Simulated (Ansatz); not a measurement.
Reactions of CH₈S₂Si₂, SMILES `[SiH3][SiH2]SCS`.

Isolated molecules relaxed with PBE0-D4/def2-TZVP in Ansatz; ΔE leaves out vibrations. CCSD(T)/CBS is the MP2 limit (def2-TZVPP, def2-QZVPP) plus CCSD(T) − MP2 in def2-TZVPP, frozen cores. This one scheme is used for every species. Double bonds are as drawn, so ΔE can hold a change between cis and trans. Functionals use def2-TZVPP. B3LYP here is the variant with VWN-RPA as its local correlation; programs differ in this. def2 core potentials past Kr. For Sn outer-core shells are correlated without core-valence functions, which leaves a few kJ/mol of doubt a bond. One conformer a species, not always the lowest.

| reaction | B3LYP-D4 (kJ/mol) | ωB97M-V (kJ/mol) | HF/CBS(def2) (kJ/mol) |
| --- | --- | --- | --- |
| `[SiH3][SiH2]SCS` + `C=C[SiH](C)O` → `C=C[SiH](C)O[SiH3]` + `[SiH3]SCS` | -103 | -104 | -140 |
| `[SiH3][SiH2]SCS` + `CC[O][SnH3]` → `[SiH3][SiH2][O][SnH3]` + `CCSCS` | -75 | -77 | -104 |
| `[SiH3][SiH2]SCS` + `OC1=CC1` → `[SiH3]OC1=CC1` + `[SiH3]SCS` | -76 | -79 | -110 |
| `[SiH3][SiH2]SCS` + H₂ → CH₃SH + `[SiH3][SiH2]S` | -64 | -67 | -111 |
| `[SiH3][SiH2]SCS` + `O[SiH2]N[SiH3]` → `[SiH3]N[SiH2]O[SiH3]` + `[SiH3]SCS` | -101 | -102 | -137 |
| `[SiH3][SiH2]SCS` + `BO[SiH2]S` → `BO[SiH2]S[SiH3]` + `[SiH3]SCS` | -54 | -60 | -68 |
| `[SiH3][SiH2]SCS` + `O/C=C/[SiH3]` → `O/C=C/[SiH2][SiH3]` + `[SiH3]SCS` | 11 | 11 | 3 |

(1) Give the CCSD(T)/CBS values in the same order. (Estimate.)

Largest T1 diagnostic: 0.014, for `[SiH3][SiH2][O][SnH3]`.

## Answers

(1) The calculation gave: -103, -81, -77, -65, -100, -58, 10 kJ/mol.
